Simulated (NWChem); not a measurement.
The numbers come from NWChem runs, not from measurements. System: H₂Sb, charge 0, spin multiplicity 2, at a geometry optimised with UB3LYP/def2-SVP with def2 effective core potentials on Sb. The structure started from a generated list of species. Its SCF solution wasn't tested for a lower state. Level: Ur2SCAN/def2-TZVP with def2 effective core potentials on Sb.

The NWChem input:

```
start mol
memory heap 200 mb stack 900 mb global 1100 mb
geometry units angstroms nocenter noautoz
  Sb     0.000000     0.000000    -0.046052
  H     -1.223392     0.000000     1.174332
  H      1.223392     0.000000     1.174332
  symmetry group C2v
end
basis spherical
  * library def2-tzvp
end
ecp
  Sb library def2-ecp
end
dft
  xc r2scan
  odft
  mult 2
  semidirect memsize 60000000 filesize 0
  iterations 100
  grid fine
end
task dft energy
```

NWChem printed:

```
             Northwest Computational Chemistry Package (NWChem) 7.3.0
             --------------------------------------------------------

                                NWChem Input Module
                                -------------------

 Scaling coordinates for geometry "geometry" by  1.889725989
 (inverse scale =  0.529177249)

 Turning off AUTOSYM since
 SYMMETRY directive was detected!

                             Geometry "geometry" -> ""
                             -------------------------

 Output coordinates in angstroms (scale by  1.889725989 to convert to a.u.)

  No.       Tag          Charge          X              Y              Z
 ---- ---------------- ---------- -------------- -------------- --------------
    1 Sb                  51.0000     0.00000000     0.00000000    -0.04605200
    2 H                    1.0000    -1.22339200     0.00000000     1.17433200
    3 H                    1.0000     1.22339200     0.00000000     1.17433200

 Effective nuclear repulsion energy (a.u.)      31.4522167326

            Nuclear Dipole moment (a.u.)
            ----------------------------
        X                 Y               Z
 ---------------- ---------------- ----------------
     0.0000000000     0.0000000000     0.0000226767

      Symmetry information
      --------------------

 Group name             C2v
 Group number             16
 Group order               4
 No. of unique centers     2

      Symmetry unique atoms

     1    2


 Summary of "ao basis" -> "" (spherical)
 ------------------------------------------------------------------------------
       Tag                 Description            Shells   Functions and Types
 ---------------- ------------------------------  ------  ---------------------
 *                         def2-tzvp                  on all atoms

                                 NWChem DFT Module
                                 -----------------

 Summary of "ao basis" -> "ao basis" (spherical)
 ------------------------------------------------------------------------------
       Tag                 Description            Shells   Functions and Types
 ---------------- ------------------------------  ------  ---------------------
 Sb                        def2-tzvp                16       50   6s5p3d2f
 H                         def2-tzvp                 4        6   3s1p

 Summary of "ao basis" -> "ao basis" (spherical)
 ------------------------------------------------------------------------------
       Tag                 Description            Shells   Functions and Types
 ---------------- ------------------------------  ------  ---------------------
 Sb                        def2-tzvp                16       50   6s5p3d2f
 H                         def2-tzvp                 4        6   3s1p

      Symmetry analysis of basis
      --------------------------

        a1         26
        a2          6
        b1         17
        b2         13

            General Information
            -------------------
          SCF calculation type: DFT
          Wavefunction type:  spin polarized.
          No. of atoms     :     3
          No. of electrons :    25
           Alpha electrons :    13
            Beta electrons :    12
          Charge           :     0
          Spin multiplicity:     2
          Use of symmetry is: on ; symmetry adaption is: on
          Maximum number of iterations: 100
          AO basis - number of functions:    62
                     number of shells:    24
[...]
  ----- ------------  ---------------      ----- ------------  ---------------
     5      0.695264  1 Sb s                  3     -0.481349  1 Sb s
     2      0.437504  1 Sb s                  6      0.337950  1 Sb s
     4     -0.297460  1 Sb s                  1     -0.216270  1 Sb s
    52      0.121579  2 H  s                 58      0.121579  3 H  s
    51      0.077519  2 H  s                 57      0.077519  3 H  s

 Vector   11  Occ=1.000000D+00  E=-3.145759D-01  Symmetry=b1
              MO Center=  3.4D-15,  5.7D-17,  7.4D-01, r^2= 2.5D+00
   Bfn.  Coefficient  Atom+Function         Bfn.  Coefficient  Atom+Function
  ----- ------------  ---------------      ----- ------------  ---------------
    10      0.280856  1 Sb px                16     -0.265707  1 Sb px
    13     -0.258681  1 Sb px                52      0.238645  2 H  s
    58     -0.238645  3 H  s                 53      0.151857  2 H  s
    59     -0.151857  3 H  s                 51      0.134921  2 H  s
    57     -0.134921  3 H  s                 25     -0.106610  1 Sb d  1

 Vector   12  Occ=1.000000D+00  E=-2.619330D-01  Symmetry=a1
              MO Center= -1.0D-14,  9.6D-16, -5.7D-03, r^2= 2.7D+00
   Bfn.  Coefficient  Atom+Function         Bfn.  Coefficient  Atom+Function
  ----- ------------  ---------------      ----- ------------  ---------------
     6      0.354909  1 Sb s                  5      0.346373  1 Sb s
    18     -0.320040  1 Sb pz                12      0.307869  1 Sb pz
    15     -0.283325  1 Sb pz                 3     -0.242792  1 Sb s
     2      0.215141  1 Sb s                 52     -0.185043  2 H  s
    58     -0.185043  3 H  s                  4     -0.145959  1 Sb s

 Vector   13  Occ=0.000000D+00  E=-1.308441D-01  Symmetry=b2
              MO Center= -6.3D-16, -2.2D-15, -1.2D-02, r^2= 2.8D+00
   Bfn.  Coefficient  Atom+Function         Bfn.  Coefficient  Atom+Function
  ----- ------------  ---------------      ----- ------------  ---------------
    17      0.476173  1 Sb py                11     -0.394089  1 Sb py
    14      0.376675  1 Sb py                20      0.331226  1 Sb py
     8     -0.062213  1 Sb py

 Vector   14  Occ=0.000000D+00  E=-2.088495D-02  Symmetry=b1
              MO Center=  1.6D-14,  5.0D-17,  4.5D-03, r^2= 3.9D+00
   Bfn.  Coefficient  Atom+Function         Bfn.  Coefficient  Atom+Function
  ----- ------------  ---------------      ----- ------------  ---------------
    53      0.641575  2 H  s                 59     -0.641575  3 H  s
    19      0.581103  1 Sb px                16      0.573118  1 Sb px
    10     -0.278179  1 Sb px                13      0.245388  1 Sb px
    52      0.185128  2 H  s                 58     -0.185128  3 H  s
    25     -0.151424  1 Sb d  1              35      0.119559  1 Sb d  1

 Vector   15  Occ=0.000000D+00  E= 1.813316D-02  Symmetry=a1
              MO Center= -5.3D-14, -1.7D-15,  3.5D-01, r^2= 4.7D+00
   Bfn.  Coefficient  Atom+Function         Bfn.  Coefficient  Atom+Function
  ----- ------------  ---------------      ----- ------------  ---------------
    53     -0.987138  2 H  s                 59     -0.987138  3 H  s
     6      0.923836  1 Sb s                 21      0.666923  1 Sb pz
    18      0.610688  1 Sb pz                 5      0.475464  1 Sb s
     3     -0.273015  1 Sb s                  2      0.238543  1 Sb s
    12     -0.223684  1 Sb pz                 4     -0.177406  1 Sb s

   alpha - beta orbital overlaps
   -----------------------------

   alpha      1      2      3      4      5      6      7      8      9     10
    beta      1      3      2      4      6      7      9      5      8     10
 overlap   1.000  1.000  1.000  1.000  0.936  1.000  1.000  1.000  0.937  0.997

   alpha     11     12     13     14     15     16     17     18     19     20
    beta     11     12     13     14     15     16     17     18     22     21
 overlap   0.999  0.998  0.998  0.999  0.993  0.998  0.986  0.978  0.958  1.000

   alpha     21     22     23     24     25     26     27     28     29     30
    beta     20     19     23     24     25     26     27     30     28     29
 overlap   0.980  0.974  0.998  0.994  0.998  0.998  1.000  0.998  0.979  0.985

   alpha     31     32     33     34     35     36     37     38     39     40
    beta     31     32     33     34     35     36     38     39     40     37
 overlap   1.000  0.980  0.986  0.998  0.998  0.999  1.000  1.000  0.833  0.833

   alpha     41     42     43     44     45     46     47     48     49     50
    beta     41     42     43     44     45     46     47     48     49     50
 overlap   1.000  1.000  1.000  1.000  1.000  1.000  1.000  1.000  1.000  1.000

   alpha     51     52     53     54     55     56     57     58     59     60
    beta     51     52     53     54     55     56     57     58     59     60
 overlap   1.000  1.000  1.000  1.000  1.000  1.000  1.000  1.000  1.000  1.000

   alpha     61     62
    beta     61     62
 overlap   1.000  1.000

     --------------------------
     Expectation value of S2:
     --------------------------
      <S2> =      0.7569 (Exact =     0.7500)

 center of mass
 --------------
 x =   0.00000000 y =   0.00000000 z =  -0.04920842

 moments of inertia (a.u.)
 ------------------
          10.544479511059           0.000000000000           0.000000000000
           0.000000000000          21.317663250070           0.000000000000
           0.000000000000           0.000000000000          10.773183739011

     Multipole analysis of the density
     ---------------------------------

     L   x y z        total         alpha         beta         nuclear
     -   - - -        -----         -----         ----         -------
     0   0 0 0     -0.000000    -13.000000    -12.000000     25.000000

     1   1 0 0      0.000000     -0.000000      0.000000      0.000000
     1   0 1 0     -0.000000     -0.000000     -0.000000      0.000000
     1   0 0 1     -0.127452     -1.253120     -1.311074      2.436741

     2   2 0 0    -20.195765    -16.237332    -14.647971     10.689538
     2   1 1 0     -0.000000     -0.000000     -0.000000      0.000000
     2   1 0 1      0.000000     -0.000000      0.000000      0.000000
     2   0 2 0    -20.535904    -13.326634     -7.209270      0.000000
     2   0 1 1      0.000000      0.000000      0.000000      0.000000
     2   0 0 2    -21.227372    -16.374078    -14.876877     10.023583

 Task  times  cpu:        1.6s     wall:        1.6s

 Total times  cpu:        1.6s     wall:        1.6s
```
